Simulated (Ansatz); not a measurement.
Cost and result up the ladder for the cluster Mg₂I₃ (5 atoms). Charge 0, multiplicity 2. Geometry: PBE-D4/def2-SVP.

```
atom    x (Å)    y (Å)    z (Å)
 Mg1  -1.6285   2.2006   0.7454
 Mg2   1.5469  -2.2313  -0.8208
  I3   3.1304  -4.2088  -1.4057
  I4  -2.9259   4.2846   1.6023
  I5  -0.1230  -0.0451  -0.1211
```

Ansatz on 4 threads of Arm Neoverse V2 on a shared host. Times are rough, and most runs start from the orbitals of an earlier one. PBE0-D4/def2-TZVP serves as the yardstick here, not as an exact answer. Differences are given only for rows in sets of like size (and for xTB, whose basis is part of the method), since another set adds its own error. Binding counts from free atoms at the same level (Mg singlet, I doublet; other spins of the atoms weren't run), without zero-point energy or a counterpoise term.

In the def2 sets I takes a core potential; there is no spin–orbit coupling. Correlated methods freeze 14 core orbitals; core or outer-core shells of Mg, I are correlated, in sets that lack core-valence functions. The rows differ in basis, and correlated rows in double-zeta sets carry the largest basis error. Another isomer (doublet) lies 1.36 eV lower at PBE0-D4/def2-TZVP; other spin states weren't run for this one.

Correlated methods converge slowly with the basis, most of all in double-zeta sets.

```json
{"level": "PBE-D4/def2-SVP", "functions": "114", "wall time": "1.9 s", "binding energy per atom (eV)": "1.70", "difference from PBE0-D4/def2-TZVP (eV)": "–"}
{"level": "PBE0-D4/def2-SVP", "functions": "114", "wall time": "3.5 s", "binding energy per atom (eV)": "1.67", "difference from PBE0-D4/def2-TZVP (eV)": "–"}
{"level": "PBE-D4/def2-TZVP (with forces)", "functions": "214", "wall time": "4.1 s", "binding energy per atom (eV)": "1.68", "difference from PBE0-D4/def2-TZVP (eV)": "0.02"}
{"level": "HF/def2-TZVP", "functions": "214", "wall time": "4.4 s", "binding energy per atom (eV)": "1.18", "difference from PBE0-D4/def2-TZVP (eV)": "-0.48"}
{"level": "PBE0-D4/def2-TZVP", "functions": "214", "wall time": "7.5 s", "binding energy per atom (eV)": "1.66", "difference from PBE0-D4/def2-TZVP (eV)": "0.00"}
{"level": "BHLYP-D4/def2-TZVP", "functions": "214", "wall time": "7.5 s", "binding energy per atom (eV)": "1.53", "difference from PBE0-D4/def2-TZVP (eV)": "-0.13"}
{"level": "MP2/def2-TZVP", "functions": "214", "wall time": "8.5 s", "binding energy per atom (eV)": "1.68", "difference from PBE0-D4/def2-TZVP (eV)": "0.01"}
{"level": "r2SCAN-D4/def2-TZVP", "functions": "214", "wall time": "10 s", "binding energy per atom (eV)": "1.74", "difference from PBE0-D4/def2-TZVP (eV)": "0.08"}
{"level": "PBE-QIDH/def2-TZVP", "functions": "214", "wall time": "13 s", "binding energy per atom (eV)": "1.66", "difference from PBE0-D4/def2-TZVP (eV)": "0.00"}
{"level": "CCSD(T)/def2-SVP", "functions": "114", "wall time": "98 s", "binding energy per atom (eV)": "1.46", "difference from PBE0-D4/def2-TZVP (eV)": "–"}
```
